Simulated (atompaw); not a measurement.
**Nb: PAW (atompaw) pseudisation with PBEsol, scalar-relativistic reference atom.**

Input for atompaw 4.2.0.5:

```
Nb 41
GGA-PBESOL scalarrelativistic loggrid 1500 logderivrange -3 5 201
5 5 4 0 0 0
5 0 0
5 1 0
4 2 4
0 0 0
c
c
c
c
v
c
c
c
v
c
v
2
3.00 2.50 2.05 2.65
y
-0.25
n
y
0.15
n
y
2.45
n
custom rrkj gramschmidtortho sinc
bessel
3.00
3.00
3.00
3.00
1.90
1.90
PWSCFOUT
UPFDX 0.0125d0 UPFXMIN -7.d0 UPFZMESH 41.d0
END
```

Command:

```bash
atompaw < Nb.input > Nb.log
```

Output (summary file):

```
Completed calculations for Nb (AE)

 Exchange-correlation type: GGA, Perdew-Burke-Ernzerhof modified (PBEsol)

 Radial integration grid is logarithmic
 r0 =   2.0915511E-04 h =   8.5753594E-03   n =      1500 rmax =   8.0000000E+01

 Scalar relativistic calculation

 AEatom converged in  27 iterations
   nz     =  41.00
   delta  =       3.155168861831E-15

 All Electron Orbital energies:
  n  l      occupancy      energy
  1  0      2.0000000E+00 -1.3819890E+03
  2  0      2.0000000E+00 -1.9371490E+02
  3  0      2.0000000E+00 -3.2688774E+01
  4  0      2.0000000E+00 -4.7590942E+00
  5  0      0.0000000E+00 -6.9017556E-01
  2  1      6.0000000E+00 -1.7305727E+02
  3  1      6.0000000E+00 -2.5937522E+01
  4  1      6.0000000E+00 -3.0082871E+00
  5  1      0.0000000E+00 -4.1601639E-01
  3  2      1.0000000E+01 -1.4891950E+01
  4  2      4.0000000E+00 -6.8392684E-01

 Total energy
   Total                    :    -7634.50574360348583

 ---
 Completed calculations for Nb (SC)

 Exchange-correlation type: GGA, Perdew-Burke-Ernzerhof modified (PBEsol)

 Radial integration grid is logarithmic
 r0 =   2.0915511E-04 h =   8.5753594E-03   n =      1500 rmax =   8.0000000E+01

 Scalar relativistic calculation

 SCatom converged in   4 iterations
   nz     =  41.00
   delta  =       2.442080112722E-15

 Valence Electron Orbital energies:
  n  l      occupancy      energy
   5  0      0.0000000E+00 -6.9017556E-01
   5  1      0.0000000E+00 -4.1601639E-01
   4  2      4.0000000E+00 -6.8392684E-01

 Total energy
   Total                    :    -7634.50574358689119
   Valence                  :     -237.75211961693299

 PAW parameters:
       lmax =            2
         rc =    3.0227674302038152
        irc =         1118
   rc_shape =    2.5030262673474875
    rc_vloc =    2.0549448743785277
    rc_core =    2.6578908392218943
   Vloc: truncated form - Vps(r)=A.sin(qr)/r for r<rc
   Projector type: RRKJ pseudization + Gram-Schmidt ortho.
   Sinc^2 compensation charge shape zeroed at   2.5030E+00

 Number of basis functions     6
 No.   n  nodes  l      Energy         Cp coeff         Occ
  1    5    4    0   -0.6901756E+00  0.1000000E+01  0.0000000E+00
  2  999    5    0   -0.2500000E+00  0.4229789E-02  0.0000000E+00
  3    5    3    1   -0.4160164E+00  0.1000000E+01  0.0000000E+00
  4  999    4    1    0.1500000E+00  0.1060024E-01  0.0000000E+00
  5    4    1    2   -0.6839268E+00  0.1000000E+01  0.4000000E+01
  6  999    2    2    0.2450000E+01  0.2682455E+00  0.0000000E+00

 Eigenvalues of overlap operator (in the basis of projectors):
    1        2.75094459E-01
    2        9.00015982E-01
    3        1.29038069E+00
    4        1.56557224E+00
    5        2.86626218E+00
    6        8.33230323E+00

 Orbital leakage outside PAW augmentation regions
   orb  is_core?  %out_of_sphere
   1 0    T           0.00
   2 0    T          -0.00
   3 0    T           0.00
   4 0    T           0.08
   5 0    F          58.17
   2 1    T          -0.00
   3 1    T           0.00
   4 1    T           0.45
   5 1    F          80.80
   3 2    T           0.00
   4 2    F          14.68

 Summary of PAW energies
   Total valence energy     :   -237.75212159019759
   Smooth energy            :     13.30082641783545
   One center               :   -251.05294800803304
   Smooth kinetic           :     11.54101583836008
   Vloc energy              :      0.36969182847509
   Smooth exch-corr         :     -3.44075108536878
   One-center xc            :   -229.36016304544611
```

The run took about 3.3 s on one core of a shared server CPU.
